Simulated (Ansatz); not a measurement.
Ideal-gas functions of C₂H₅BrTe, SMILES `CC(Br)[TeH]` at 800 K and 1 bar, from an Ansatz frequency run at PBE0-D4/def2-TZVP.

Molar mass 236.57 g/mol, point group C1 (symmetry number 1), electronic degeneracy 1, moments of inertia 109.876, 551.018, 645.55 u Å². Harmonic wavenumbers (cm⁻¹, unscaled): 119, 170, 237, 271, 317, 500, 609, 673, 975, 1038, 1097, 1143, 1282, 1403, 1469, 1476, 2127, 3045, 3116, 3139, 3161.

Use S(trans) = R[1.5 ln M + 2.5 ln T − 1.1517]; rotational temperatures θ = 24.2544 K / I; S(rot) = R[ln(√π/σ · √(T³/θAθBθC)) + 1.5]; for each mode x = 1.438777 ν̃/T, S = R[x/(eˣ − 1) − ln(1 − e⁻ˣ)] and H = RT x/(eˣ − 1); 1 cm⁻¹ = 0.0119627 kJ/mol; R = 8.31446 J/(mol·K).

Problem. By hand: the entropy, in J/(mol·K).

Solution. Translation 197.5. Rotation: θ = 0.2207, 0.044, 0.0376 K, giving 133.5. Vibration, mode by mode: 21.15, 18.20, 15.47, 14.37, 13.10, 9.47, 7.96, 7.22, 4.63, 4.24, 3.89, 3.65, 3.00, 2.52, 2.30, 2.28, 0.89, 0.23, 0.20, 0.20, 0.19, in all 135.1. Electronic 0.0. Sum 466.1 J/(mol·K).

Problem. By hand: H − E and G − E in kJ/mol, counted from the electronic energy.

Solution. Zero-point energy ½ × 27367 × 0.0119627 = 163.7; thermal vibration 54.1; translation, rotation and pV give 4 RT = 26.6. H − E = 244.4 kJ/mol, and G − E = 244.4 − 800 × 466.1/1000 = -128.5 kJ/mol.

Vibration gives 29 % of the entropy, 21.1 J/(mol·K) of it from the mode under 150 cm⁻¹: soft modes count most, and the harmonic formula is weakest for them. The sum counts one conformer and one mirror image; others add a mixing term.
